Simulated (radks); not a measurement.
Results of a calculation; reference values are marked as such.
The antimony ion Sb+ inside a hard spherical wall (all orbitals vanish at R), configuration held at [Kr] 4d10 5s2 5p2 and not refilled when levels cross. Level of theory: scalar-relativistic Kohn-Sham, r2SCAN, spin-polarised, spherical densities, finite nucleus; open shells are filled with parallel spins first (spin-orbit coupling, left out, can overturn this in heavy ions); meta-GGA in the generalised Kohn-Sham scheme; Fermi nuclear charge, rms radius 4.6802 fm (a radial shooting solver on a logarithmic mesh with Libxc functionals). Eigenvalues in eV for spin up, with the zero of energy where the potential of the charges vanishes at infinity; a dash marks a level that is unbound or too diffuse for the functional's potential to be trusted. A positive occupied level is held by the wall or, in an anion where self-interaction has pushed it up, behind a barrier. The pressure on the wall is -dE/dV.

R (bohr)  E (hartree)  kinetic (hartree)    e(4p)    e(4d)    e(5s)    e(5p)  e(6s, empty)  e(5d, empty)  pressure (GPa)
free      -6481.87278           6779.337  -113.08  -42.922  -21.883  -12.940             -             -               0
15        -6481.87278           6779.337  -113.08  -42.922  -21.883  -12.940        -3.885        -3.052        < 0.0001
10        -6481.87276           6779.337  -113.08  -42.921  -21.882  -12.939        -3.609        -2.930        0.000527
8         -6481.87237           6779.342  -113.05  -42.897  -21.865  -12.919        -2.756        -2.588          0.0257
7         -6481.87055           6779.360  -112.97  -42.818  -21.810  -12.849        -1.564        -2.110           0.179
6         -6481.86110           6779.439  -112.68  -42.529  -21.609  -12.571         1.087        -1.026            1.25
5         -6481.81338           6779.759  -111.71  -41.599  -20.907  -11.548         7.511         1.672            8.98
3.5       -6481.18308           6782.762  -106.04  -36.236  -15.021   -3.177        42.812        17.218             224
3         -6480.22456           6786.701  -101.03  -31.509   -7.651    6.604        76.208        32.480             780
2.5       -6477.59825           6796.879  -91.441  -22.140   10.311   29.056        142.51        63.573            3260
